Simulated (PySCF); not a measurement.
# How methods differ on the excitation energy of Xe(2+)

Xe(2+) [Kr] 4d10 5s2 5p4 (3P) → Xe(2+) [Kr] 4d10 5s2 5p3 6s1 (5S), as a difference of total energies. All numbers are calculated (PySCF 2.14, scalar relativity by spin-free X2C-1e, in aug-cc-pVTZ-DK3 (8s7p5d2f, 68 functions)). Correlated levels: valence: [Kr] 4d10 frozen. The calculations carry no spin-orbit coupling.

```json
{"method": "UHF", "excitation energy (cm⁻¹)": "113240"}
{"method": "MP2 (valence)", "excitation energy (cm⁻¹)": "114530"}
{"method": "SCS-MP2 (valence)", "excitation energy (cm⁻¹)": "116410"}
{"method": "CCSD (valence)", "excitation energy (cm⁻¹)": "115600"}
{"method": "CCSD(T) (valence)", "excitation energy (cm⁻¹)": "115470"}
```

A first-order spin-orbit estimate (lowest level to lowest level, LS coupling) adds 0.453 eV.

The promoted electron is Rydberg-like, and one or two diffuse shells describe it only roughly, which tends to raise the upper state.
